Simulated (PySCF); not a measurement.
SnH3(NEt2), C4H13NSn.
Geometry (PBE0-D3(BJ)/def2-SVP, Å), atoms numbered from 1 in this order:
```xyz
19
C4H13NSn angstrom
Sn     0.9965    1.9934    0.7651
H      0.6340    2.1981    2.4272
H      2.6814    1.9364    0.4561
H      0.2856    3.2735   -0.1469
N      0.2809    0.1486    0.2691
C     -1.0177   -0.2624    0.7542
C     -2.2117    0.3230    0.0051
C      0.7549   -0.5165   -0.9273
C      1.3365   -1.8987   -0.6546
H     -1.0997   -0.0016    1.8247
H     -1.0789   -1.3669    0.7244
H     -2.2327    1.4220    0.0894
H     -2.1752    0.0745   -1.0671
H     -3.1630   -0.0630    0.4047
H     -0.0483   -0.6005   -1.6892
H      1.5342    0.1014   -1.4061
H      2.1861   -1.8263    0.0413
H      0.5896   -2.5678   -0.2000
H      1.6847   -2.3737   -1.5855
```

Theory: PBE0-D3(BJ)/def2-SVP geometry optimisation, gas phase, def2 core potentials past Kr in PySCF.

(1) Which atoms are bound to Sn1, and at what distances?

(2) List the angles at Sn1.

(3) What is the shape at Sn1?

(4) What are the other bond lengths?

(5) Give some angles away from the centre.

(6) What are the rotational constants (commonest isotopes, rigid rotor)?

## Answers

(1) 4 atoms: H2 1.713 Å, H3 1.714 Å, H4 1.725 Å, N5 2.040 Å. The nearest atom not counted as bound is H16, at 2.93 Å.

(2) 
| angle | degrees | distance of the outer atoms (Å) |
| --- | --- | --- |
| H4–Sn1–N5 | 113.5 | 3.15 |
| H2–Sn1–H3 | 112.8 | 2.85 |
| H2–Sn1–H4 | 109.7 | 2.81 |
| H3–Sn1–H4 | 109.5 | 2.81 |
| H3–Sn1–N5 | 105.7 | 3.00 |
| H2–Sn1–N5 | 105.6 | 3.00 |

(3) Distorted tetrahedral: angles from 105.6° to 113.5°; τ4 = (360° − α − β)/141° = 0.95 with α and β the two widest (0 for a square, 1 for a tetrahedron).

(4) N5–C6, N5–C8 1.447 Å; C6–C7, C8–C9 1.525 Å; C6–H10 and 3 like bonds 1.106 Å; C7–H12 and 5 like bonds 1.101 Å.

(5) Sn1–N5–C6 119.4°, C6–N5–C8 116.1°, N5–C6–C7 115.4°, N5–C8–C9 113.2°.

(6) A = 2523, B = 1170, C = 874.2 MHz: an asymmetric top.

Point group: C1 (no symmetry element, even within 0.4 Å). Charge 0, singlet. Whether it is a minimum is left open (no frequencies).

Hardware: an AMD EPYC with one thread, no GPU, on a shared host. Cost: 3.5 min, 0.66 GiB resident at most. This is the geometry optimisation.

One conformer stands for the species.
